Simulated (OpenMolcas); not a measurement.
An atom or ion with 38 electrons was computed by SS-CASPT2, IPEA 0.25 Eh, imaginary shift 0.1 Eh with spin-orbit coupling (OpenMolcas, ANO-RCC-VQZP, DKH2). The lowest levels that the run gave, each within 12 % of the measured value where one is at hand:

```json
{"J": "0", "Parity": "even", "E (eV)": "0.0000", "g": ""}
{"J": "0", "Parity": "odd", "E (eV)": "1.728", "g": ""}
{"J": "1", "Parity": "odd", "E (eV)": "1.744", "g": "1.501"}
{"J": "2", "Parity": "odd", "E (eV)": "1.778", "g": "1.501"}
{"J": "1", "Parity": "odd", "E (eV)": "2.929", "g": "1.000"}
```

**Question.** Which ion is it, and what are the configurations and terms?

**Answer.** Sr (Z = 38, neutral; active space 2 electrons in 8 orbitals (5s 5p 6s 6p)). J, parity and g give the terms where levels are pure, and mixed ones are named by the computed weights; the size of the splittings, set against known spectra of the 38-electron sequence, gives the charge. In order, with the measured energies in eV (NIST Handbook of Basic Atomic Spectroscopic Data): 5s2 1S0, 5s 5p 3P* 0 (1.7751), 5s 5p 3P* 1 (1.7983), 5s 5p 3P* 2 (1.8472), 5s 5p 1P* 1 (2.6903).

Over all roots computed the reference weight is 0.88 to 0.94; the roots of lowest weight are the least certain, and an intruder state may touch them. The run also gave levels led by 5s 6s, which use shells meant for correlation; these and all levels above them are left out. Computed and measured levels are paired by configuration, term and J; levels that our copy of the source lacks, or whose pairing is in doubt (as where it misses far off the trend of its configuration), stay unpaired and out of the deviations. Only configurations of the active space appear.

* marks odd parity.
